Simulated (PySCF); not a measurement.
C₇H₈S.
SMILES with atom numbers: `[CH2:1]=[C:2]1[CH:3]=[CH:4][CH:5]=[C:6]1[S:7][CH3:8]` (hydrogens: H9, H10 on C1; H11 on C3; H12 on C4; H13 on C5; H14, H15, H16 on C8)

The calculation used PBE0/def2-SV(P) geometry optimisation, gas phase (PySCF).

Some entries are withheld. Bonds in one row agree within 0.01 Å.

| coordinate | value |
| --- | --- |
| C1=C2 | 1.344 Å |
| C2–C3 | 1.468 Å |
| C3=C4 | 1.354 Å |
| C4–C5 | 1.466 Å |
| C5=C6 | ? |
| C6–S7 | ? |
| S7–C8 | 1.799 Å |
| C2–C6 | ? |
| C1–H9 | 1.096 Å |
| C1–H10 | 1.096 Å |
| C3–H11 | 1.091 Å |
| C4–H12 | 1.093 Å |
| C5–H13 | 1.091 Å |
| C8–H14, C8–H15, C8–H16 | 1.103 Å |
| C1–C2–C3 | 127.2° |
| C1–C2–C6 | 126.7° |
| C3–C2–C6 | ? |
| C2–C3–C4 | 107.8° |
| C3–C4–C5 | 109.8° |
| C4–C5–C6 | 108.7° |
| C5–C6–S7 | ? |
| C2–C6–C5 | ? |
| C2–C6–S7 | 121.6° |
| C6–S7–C8 | 101.1° |

Q: Fill in the missing values.

A: 
- C5=C6 = 1.362 Å, drawn double (alkene CH carbon to fully substituted alkene carbon); 0.10 Å below the sum of covalent radii, 1.46 Å.
- C6–S7 = 1.741 Å, drawn single (fully substituted alkene carbon to sulfide sulfur); 0.04 Å below the sum of covalent radii, 1.78 Å.
- C2–C6 = 1.486 Å, drawn single (both ends fully substituted alkene carbon); 0.03 Å above the sum of covalent radii, 1.46 Å.
- C3–C2–C6 = 106.1°, at the fully substituted alkene carbon, inside a 5-membered ring; the outer atoms are 2.361 Å apart.
- C5–C6–S7 = 130.8°, at the fully substituted alkene carbon; the outer atoms are 2.827 Å apart.
- C2–C6–C5 = 107.6°, at the fully substituted alkene carbon, inside a 5-membered ring; the outer atoms are 2.299 Å apart.

Radii are Cordero's, carbon taken as 0.76, 0.73 or 0.69 Å for four, three, and two or fewer neighbours.

Whether it is a minimum is left open (no frequencies). One conformer, not necessarily the lowest (C5–C6–S7–C8 1°).
